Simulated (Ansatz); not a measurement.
Cu₄Ag⁺. The state is a singlet with charge 1. Geometry PBE-D4/def2-SVP; atoms count from 1.

```tsv
atom	x (Å)	y (Å)	z (Å)
Ag1	1.2334	-1.6631	-1.6572
Cu2	0.3091	-1.5010	0.6366
Cu3	-1.4023	0.2685	0.9492
Cu4	-0.5273	2.3778	0.6339
Cu5	0.3872	0.5178	-0.5624
```

In the def2 sets Ag takes a core potential; there is no spin–orbit coupling. Another isomer (singlet) lies 0.05 eV lower at PBE0-D4/def2-TZVP; other spin states weren't run for this one.

(1) Estimate the Mulliken populations from the PBE0/def2-TZVP orbitals of Ansatz.

(2) And the Mayer bond orders between heavy atoms (over 0.3)?

Answers

(1) 
```csv
atom,charge (e),d electrons
Ag1,0.17,9.90
Cu2,0.23,9.91
Cu3,0.22,9.89
Cu4,0.22,9.91
Cu5,0.17,9.85
```
Mulliken values depend strongly on the basis.

(2) Ag1–Cu2 0.62 (2.48 Å); Ag1–Cu5 0.36 (2.58 Å); Cu2–Cu5 0.44 (2.35 Å); Cu3–Cu4 0.60 (2.31 Å); Cu3–Cu5 0.47 (2.36 Å); Cu4–Cu5 0.41 (2.39 Å).
